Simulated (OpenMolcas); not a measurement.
CH4FGeN (SMILES [H]/N=[C](/F)[GeH3]): the HOMO–LUMO gap, rung by rung

The species is CH4FGeN (8 atoms), meant as a singlet with charge 0. As SMILES, `[H]/N=[C](/F)[GeH3]`. The coordinates come from a PBE0-D4/def2-TZVP relaxation.

Quantity: the HOMO–LUMO gap, in eV. The values are calculated.

```
                              level             kind     program  value (eV)  CPU time
    HF/6-31G* (spherical functions)     Hartree–Fock  OpenMolcas       14.99      18 s
 SVWN5/6-31G* (spherical functions)              LDA  OpenMolcas        5.07      34 s
   PBE/6-31G* (spherical functions)              GGA  OpenMolcas        5.15      42 s
 BHLYP/6-31G* (spherical functions)    global hybrid  OpenMolcas       10.26      46 s
M06-2X/6-31G* (spherical functions)  hybrid meta-GGA  OpenMolcas       10.04      58 s
  PBE0/6-31G* (spherical functions)    global hybrid  OpenMolcas        7.69      41 s
 B3LYP/6-31G* (Cartesian functions)    global hybrid  OpenMolcas        7.21      52 s
B2PLYP/6-31G* (spherical functions)    double hybrid  OpenMolcas       10.56      33 s
```

All-electron rows without a relativistic Hamiltonian named are non-relativistic. The values span 5.07 to 14.99 eV. Orbital gaps aren't excitation energies, and those of double hybrids come from the SCF part alone; they tend to grow with the share of exact exchange. Times are those of the runs behind each value, whatever else they computed, on shared processors of several kinds: orders of magnitude only.
